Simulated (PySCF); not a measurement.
Compound: H6OPbSi.
Cartesian coordinates in Å at the PBE0-D3(BJ)/def2-SVP level; atoms count from 1:
```xyz
9
H6OPbSi angstrom
Si    -1.2969   -0.0954    0.1728
O      0.2184   -0.3046   -0.4369
Pb     2.0624    0.4987    0.1738
H     -1.8287    1.2869   -0.0790
H     -2.2279   -1.0750   -0.4660
H     -1.3398   -0.3071    1.6610
H      3.1528   -0.8087   -0.2268
H      2.2313    1.9420   -0.8078
H      1.8639    0.8033    1.8935
```

Theory: PBE0-D3(BJ)/def2-SVP geometry optimisation, gas phase, def2 core potentials past Kr in PySCF 2.14.0.

Which atoms are bound to Pb3, and at what distances?

4 atoms: H7 1.749 Å, H8 1.754 Å, H9 1.758 Å, O2 2.102 Å. The nearest atom not counted as bound is Si1, at 3.41 Å.

List the angles at Pb3.

```tsv
angle	degrees	distance of the outer atoms (Å)
H7–Pb3–H8	115.3	2.96
H7–Pb3–H9	115.1	2.96
H8–Pb3–H9	114.6	2.95
O2–Pb3–H9	104.6	3.06
O2–Pb3–H8	103.7	3.04
O2–Pb3–H7	101.2	2.98
```

What is the shape at Pb3?

Distorted tetrahedral: angles from 101.2° to 115.3°; τ4 = (360° − α − β)/141° = 0.92 with α and β the two widest (0 for a square, 1 for a tetrahedron).

What are the other bond lengths?

Si1–O2 1.647 Å; Si1–H4, Si1–H5, Si1–H6 1.500 Å.

Give some angles away from the centre.

Si1–O2–Pb3 130.6°.

Charge 0, singlet. Whether it is a minimum is left open (no frequencies).
